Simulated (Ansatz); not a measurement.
Reaction (formal exchange of groups at the Al–Al bond): `C[SiH2][Al]([AlH2])[AlH2]` + `C=CS` → `C=[C]([AlH2])S` + `C[SiH2][AlH][AlH2]`

Calculated with Ansatz (gas phase, PBE0-D4/def2-TZVP geometries, no zero-point term in ΔE). CCSD(T)/CBS adds triple-zeta CCSD(T) − MP2 to the extrapolated MP2 energy (def2 sets, frozen cores). This one scheme is used for every species. DFT in def2-TZVPP. Each species was taken in one conformer, which may not be the lowest.

```
  level  ΔE (kcal/mol)
BLYP-D4           -0.4
PBE0-D4            2.8
```

**Question.** What does CCSD(T)/CBS give? (Estimate.)

**Answer.** Computed: -0.1 kcal/mol. The listed levels differ from it by -0.3, 2.9 kcal/mol.

Largest T1 diagnostic among the species: 0.013.

Leaving LDA and LC-ωPBE aside and taking each functional with its dispersion term where it has one, the values, not all of them listed here, spread over 5.7 kcal/mol, from ωB97M-V to PBE-D4. LDA lies −1.1 kcal/mol from PBE without D4. The D4 term adds −1.0 kcal/mol with B3LYP and −0.5 kcal/mol with PBE0; it sums over pairs of atoms, weighted by their polarisabilities, and B3LYP, whose exchange is more repulsive, gets the larger term. From PBE to PBE0 (25 % exact exchange), in def2-TZVPP and without D4, ΔE moves by −0.8 kcal/mol.

B3LYP here is the variant with VWN-RPA as its local correlation; programs differ in this.
